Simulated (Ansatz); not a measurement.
Cost and result up the ladder for GaAs₂ (3 atoms). Charge 0, multiplicity 2. Geometry: r2SCAN-D4/def2-TZVP.

```tsv
atom	x (Å)	y (Å)	z (Å)
Ga1	-0.081	0.451	-1.597
As2	1.124	-0.097	0.779
As3	-1.043	-0.354	0.818
```

Ansatz on 4 threads of Arm Neoverse V1 on a shared host. Times are rough, and most runs start from the orbitals of an earlier one. CAM-B3LYP-D4/def2-TZVP serves as the yardstick here, not as an exact answer. Differences are given only for rows in sets of like size (and for xTB, whose basis is part of the method), since another set adds its own error. Binding counts from free atoms at the same level (Ga doublet, As quartet; other spins of the atoms weren't run), without zero-point energy or a counterpoise term.

Correlated methods freeze 27 core orbitals; core or outer-core shells of Ga, As are correlated, in sets that lack core-valence functions. The rows differ in basis, and correlated rows in double-zeta sets carry the largest basis error. In CCSD on the charge 0 doublet the largest single amplitude is 0.22, so its Hartree–Fock determinant may place the open shell otherwise than the density functionals do. The structure comes from a short search, and lower isomers may exist.

Run but left out: HF/STO-3G, HF/6-31G, MP2/def2-TZVP (⟨S²⟩ 1.20 to 1.40, where a pure state has 0.75).

Correlated methods converge slowly with the basis, most of all in double-zeta sets.

```
                 level  functions  wall time  binding energy per atom (eV)  difference from CAM-B3LYP-D4/def2-TZVP (eV)                        remarks
       PBE-D4/def2-SVP         96      1.5 s                          2.06                                            –                              –
      PBE-D4/def2-TZVP        144      2.6 s                          2.08                                         0.26                              –
      PBE0-D4/def2-SVP         96      2.7 s                          1.87                                            –                              –
     BLYP-D4/def2-TZVP        144      2.9 s                          2.05                                         0.23                              –
     RPA@PBE/def2-TZVP        144      3.8 s                          1.75                                        -0.07                              –
     PBE-D4/def2-TZVPD        162      4.4 s                          2.08                                         0.26                              –
     PBE0-D4/def2-TZVP        144      5.5 s                          1.90                                         0.08                              –
    PBE0-D4/def2-TZVPD        162      6.5 s                          1.90                                         0.08                              –
CAM-B3LYP-D4/def2-TZVP        144      6.5 s                          1.82                                         0.00                              –
   r2SCAN-D4/def2-TZVP        144      7.5 s                          1.94                                         0.12                              –
  r2SCANh-D4/def2-TZVP        144        9 s                          1.88                                         0.06                              –
  r2SCAN-D4/def2-TZVPD        162      9.5 s                          1.94                                         0.12                              –
      B2PLYP/def2-TZVP        144      9.5 s                          1.87                                         0.05                              –
      CCSD(T)/def2-SVP         96      9.5 s                          1.46                                            –  spin-contaminated (⟨S²⟩ 1.19)
```
